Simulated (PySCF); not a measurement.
## Worked example: oscillator strength and radiative lifetime

C₂H₉NSi₃, SMILES C([C@@H]([SiH2][SiH3])[SiH3])#N.

Coordinates come from a ωB97X-D3(BJ)/def2-SVP optimisation. The structure was generated by enumeration; whether it is a known compound was not checked. Other conformers were not sampled.

TDA-PBE/def2-SVPD run with PySCF 2.14.0 puts the first singlet state with f over 0.02 at 6.10 eV (vertical), with the transition dipole (-0.318, 0.067, -0.223) in atomic units.

### Question
Find the oscillator strength, the wavelength and the radiative lifetime that this transition would have in vacuum if emission retraced absorption.

### Answer

|μ|² = 0.1553 au, so |μ| = 1.00 D. ΔE = 6.10/27.211 = 0.2242 hartree. f = (2/3) ΔE |μ|² = 0.023 (the program prints 0.023).
λ = 1239.84/6.10 = 203 nm; ν = 49200 cm⁻¹.
Einstein's coefficient A = 0.6670 ν² f s⁻¹ (ν in cm⁻¹) = 3.7e7 s⁻¹, so τ = 1/A = 27 ns. This state is S1. The figure is the radiative limit of this one transition; relaxation, internal conversion, crossing to triplets and a medium change what is measured.
